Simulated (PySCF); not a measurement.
UHF on Cr⁻ (chromium, charge -1), [Ar] 3d5 4s2, high-spin 6S determinant. Calculation: PySCF 2.14, in def2-QZVPPD; no relativity, point nucleus.

```
cycle= 1 E= -1043.33571713657  delta_E= -1.57e-11  |g|= 1.11e-06  |ddm|= 5.19e-05
converged SCF energy = -1043.33571713657  <S^2> = 8.8632589  2S+1 = 6.0376349
```

Highest occupied orbital energy: 0.429 eV; ⟨L²⟩ = 0.00; populations by l: s 8.00, p 12.00, d 5.00, f 0.00.

(1) Can this result be used?

Results:

(1) With care. The run converged. ⟨S²⟩ = 8.86 against 8.75 shows spin contamination. At UHF the highest occupied level has a positive energy, so only the finite basis holds that electron.
